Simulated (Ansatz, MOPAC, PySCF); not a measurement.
Molecule: CClF$_{2}$ (charge 0, doublet). SMILES: F[C](F)Cl
Geometry from a B3LYP-D3(BJ)/def2-TZVP (Ansatz, an electronic-structure program) optimisation:
```
C
F 1 1.3231
F 1 1.3231 2 110.37
Cl 1 1.7352 2 114.07 3 -129.96
```
Charge 0, spin multiplicity 2.

Unscaled harmonic wavenumbers (cm⁻¹) in rising order, each level at the stationary point that it reaches from this structure (no distance between atoms moves by over 0.3 Å); the order of modes can differ between levels, and a negative number is imaginary. B3LYP-D3(BJ)/def2-TZVP (PySCF, at the structure above): 361, 417, 594, 743, 1149, 1205.

AM1 (MOPAC): 378, 437, 536, 722, 1410, 1527. Zero-point energy 7.2 against 6.4 kcal/mol; where all levels lie over 400 cm⁻¹, the wavenumbers are on average 1.092 times those of B3LYP-D3(BJ)/def2-TZVP.

PM3 (MOPAC): 369, 429, 476, 631, 1435, 1627. Zero-point energy 7.1 against 6.4 kcal/mol; where all levels lie over 400 cm⁻¹, the wavenumbers are on average 1.063 times those of B3LYP-D3(BJ)/def2-TZVP.

HF/3-21G (Ansatz): 341, 383, 590, 718, 1243, 1420. Zero-point energy 6.7 against 6.4 kcal/mol; where all levels lie over 400 cm⁻¹, the wavenumbers are on average 1.055 times those of B3LYP-D3(BJ)/def2-TZVP.

HF/6-31G* (Ansatz): 396, 457, 641, 862, 1308, 1406. Zero-point energy 7.2 against 6.4 kcal/mol; where all levels lie over 400 cm⁻¹, the wavenumbers are on average 1.136 times those of B3LYP-D3(BJ)/def2-TZVP.
